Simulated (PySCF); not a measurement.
# Correlation energy of In⁺ (indium, charge +1)

[Kr] 4d10 5s2, closed-shell 1S. All numbers are calculated (PySCF 2.14, scalar relativity by spin-free X2C-1e, in ANO-RCC-VTZP). Frozen: [Kr] 4d10; 2 electrons correlated.

With two correlated electrons CCSD is exact within the correlated space (frozen core and kept virtual orbitals).

| level | correlation energy (mhartree) |
| --- | --- |
| CCSD | -31.88 |

Diagnostics: T1 = 0.0047, D1 = 0.0066, largest double amplitude 0.097.

Is a single reference adequate?

Mostly. T1 lies below 0.03, but a double amplitude of this size points to a near-degeneracy that CCSD handles and MP2 describes poorly.
